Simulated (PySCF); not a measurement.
Run record: geometry optimisation, `F[C@@H]1C[Si@@H]1P`.

Computed with PBE0-D3(BJ)/def2-SVP geometry optimisation, gas phase (PySCF 2.14.0). Start geometry: GFN2-xTB. The command runs a driver script over a list of jobs; the input below is this job's line of settings and its coordinates in Å.

Command:
```bash
OMP_NUM_THREADS=1 python probes_run.py task.json out
```

Input:
```
{"job": {"xc": "PBE0", "basis": "def2-SVP", "d3": "d3bj", "grid": 1, "shake": 0.01, "kind": "geom"}, "charge": 0, "multiplicity": 1}
F      0.105400     1.725630    -1.054710
C     -0.803990     0.741610    -0.744260
C     -0.960370     0.471890     0.745540
Si    -0.079330    -0.942480    -0.198570
P      2.085500    -1.273930    -0.214420
H     -1.708770     0.899730    -1.320280
H     -0.331430     1.118620     1.381970
H     -1.938850     0.401960     1.113180
H     -0.962060    -2.076500    -0.502110
H      2.394550     0.064570    -0.401010
H      2.237460    -1.156940     1.179010
```

Output:
```
step   0  E = -809.68793059  max force = 0.044790
step   1  E = -809.69347807  max force = 0.009520
step   2  E = -809.69391366  max force = 0.002820
step   3  E = -809.69404660  max force = 0.001088
step   4  E = -809.69407133  max force = 0.000571
step   5  E = -809.69408351  max force = 0.000380
optimisation converged
```

Energies in Eh; «max force» is the largest Cartesian gradient component in Eh/bohr.

Task: How much energy does the optimisation release, in eV?

Result: E(step 0) − E(last step) = 0.006153 Eh, which is 0.167 eV.

Task: Give the first gradient maximum in eV/Å.

Result: With 1 Eh/bohr = 51.422 eV/Å, 2.303 eV/Å.

Summary of the converged run: final energy -809.69408 Eh after 5 steps; dipole 1.59 D.

Task: How long does this job take on an Arm Neoverse N1 with one thread, shared host with 64 logical CPUs at a one-minute load of 58? And the peak memory of the process?

Result: About 44 s, with 0.46 GiB resident at the peak, the Python interpreter and its libraries included.
Labels such as C1 count atoms from 1, the log's own numbers from 0.
